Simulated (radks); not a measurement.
Values are calculated unless marked as measured or tabulated.
Numerical settings for the copper ion Cu18+, [Ne] 3s1. Level of theory: non-relativistic Kohn-Sham, PBEsol, spin-polarised, spherical densities, point nucleus; open shells are filled with parallel spins first (a radial shooting solver on a logarithmic mesh with Libxc functionals). The defaults (mesh step 0.008 in ln r, mesh end at 40 bohr or more with all orbitals vanishing there, Anderson mixing 0.5 over 9 steps, residual threshold near 1e-9 with the energy settled to 1e-9 hartree or 1e-11 of itself, here a cap of 90 iterations) give E = -1466.5666 hartree and 3s at -648.93 eV in 13 iterations. Run on one thread of a shared host, so times are rough (Intel(R) Xeon(R) Platinum 8559C): 0.08 s of CPU time, 0.08 s wall, 13 iterations on 2476 mesh points. Changes against that run (0 stands for a change within the tolerance of the run):

setting                    iterations  converged  E (mhartree)  e(3s) (meV)  CPU (s)
mesh step in ln r 0.005            13        yes             0            0      0.1
mesh step in ln r 0.08              4         no      diverged            -     0.01
mesh step in ln r 0.003            13        yes             0            0     0.17
mesh end (bohr) 1                  13        yes     +1.06e+03    +3.05e+04     0.06
mesh end (bohr) 2                  13        yes        +0.079        +2.79     0.06
residual threshold 1e-13           90         no             0            0     0.28
residual threshold 0.001            8        yes             0       -0.289     0.05
mixing 2.5                         14        yes             0            0     0.08
linear mixing, mixing 0.2          90         no             0            0     0.33
linear mixing, mixing 0.8          15        yes             0            0     0.07
mixing history 2                   22        yes             0            0      0.1
iteration cap 8                     8         no             0       -0.136     0.04

Settings that end as converged yet miss the energy by more than 1 mhartree: mesh end (bohr) 1 (+1.06 hartree). A mesh that ends early acts as a hard wall.
